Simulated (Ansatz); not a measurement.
Start from `CC(C)[Si]O` and change one atom or group to get `C[CH](C)[Ge][F]`.

Ansatz, PBE0-D4/def2-TZVP geometries, multiplicity 1. Each molecule was computed in one conformer, which needn't be the lowest.

Scalar relativity is left out up to krypton.

```
                                                                                  property  `CC(C)[Si]O`
                                                       HOMO–LUMO gap (PBE/def2-TZVPP) / eV          2.67
ideal-gas entropy at 298 K and 1 bar (rigid rotor, harmonic PBE0-D4/def2-TZVP) / J/(mol·K)           350
                                                       HOMO energy (B3LYP/def2-TZVPP) / eV         -5.95
                                        size of the dipole moment (ωB97M-V/def2-TZVPP) / D          2.34
                                          size of the dipole moment (B3LYP/def2-TZVPP) / D          2.39
                                                        HOMO energy (PBE0/def2-TZVPP) / eV         -6.11
```

Problem. Give the same properties after the change, and the shifts. (Estimate.)

Solution. Ansatz gave: 
```tsv
property	`C[CH](C)[Ge][F]`	shift
HOMO–LUMO gap (PBE/def2-TZVPP) / eV	2.16	-0.51
ideal-gas entropy at 298 K and 1 bar (rigid rotor, harmonic PBE0-D4/def2-TZVP) / J/(mol·K)	367	17
HOMO energy (B3LYP/def2-TZVPP) / eV	-6.26	-0.31
size of the dipole moment (ωB97M-V/def2-TZVPP) / D	2.09	-0.25
size of the dipole moment (B3LYP/def2-TZVPP) / D	2.10	-0.29
HOMO energy (PBE0/def2-TZVPP) / eV	-6.42	-0.31
```

With PBE0 the HOMO falls by 0.31 eV and the LUMO falls by 0.82 eV, so the gap narrows by about 0.51 eV. PBE moves the HOMO by -0.28 eV and ωB97M-V by -0.33 eV. The zero-point energy changes by -33.3 kJ/mol with -3 modes. Dipoles are sizes alone; their direction can turn. Modes under 60 cm⁻¹, often nearly free rotors, make the harmonic entropy too high.

B3LYP here is the variant with VWN-RPA as its local correlation; programs differ in this.
